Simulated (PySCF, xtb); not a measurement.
TeI2, SMILES I[Te]I.

xtb with GFN2-xTB at its own geometry gives an orbital gap of 2.84 eV and a dipole moment of 6.41 D.

Geometry: B3LYP-D3(BJ)/def2-SVP. The def2 effective core potentials stand for the cores of I, Te; spin–orbit coupling is left out.

### Question
What does PySCF with M06-2X/def2-TZVPD give? (Estimate from the structure and the level; the computed values follow.)

### Answer
gap 4.92 eV (levels -7.59 and -2.67 eV), dipole 1.06 D.
